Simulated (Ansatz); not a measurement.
Consider the formal hydrolysis of the Al–O bond: `[SiH3][O][AlH][SiH3]` + H₂O → `[OH][AlH][SiH3]` + silanol.

Program: Ansatz. Geometries: PBE0-D4/def2-TZVP. ΔE: electronic, gas phase. CCSD(T)/CBS is the MP2 limit (def2-TZVPP, def2-QZVPP) plus CCSD(T) − MP2 in def2-TZVPP, frozen cores. This one scheme is used for every species. Functionals use def2-TZVPP. B3LYP here is the variant with VWN-RPA as its local correlation; programs differ in this. One conformer a species, not always the lowest.

```tsv
level	ΔE (kJ/mol)	difference from CCSD(T)/CBS
PBE-D4	19.1	-6.7
r2SCAN-D4	21.1	-4.7
PBE0-D4	22.9	-2.9
B3LYP-D4	24.5	-1.3
ωB97X-V	21.4	-4.4
ωB97M-V	21.4	-4.4
B2PLYP	20.9	-4.9
PBE0	19.5	-6.3
MP2/def2-TZVPP	23.9	-1.9
SCS-MP2/def2-TZVPP	24.1	-1.7
CCSD/def2-TZVPP	25.0	-0.8
CCSD(T)/def2-TZVPP	24.4	-1.4
HF/def2-QZVPP	28.3	2.5
MP2/def2-QZVPP	25.2	-0.6
HF/CBS(def2)	28.5	2.7
MP2/CBS(def2)	25.3	-0.5
CCSD(T)/CBS	25.8	0
```

Largest T1 diagnostic among the species: 0.014.

From PBE to PBE0 (25 % exact exchange), in def2-TZVPP and without D4, ΔE moves by +4.0 kJ/mol. The D4 term adds +5.7 kJ/mol with B3LYP and +3.5 kJ/mol with PBE0; it sums over pairs of atoms, weighted by their polarisabilities, and B3LYP, whose exchange is more repulsive, gets the larger term.
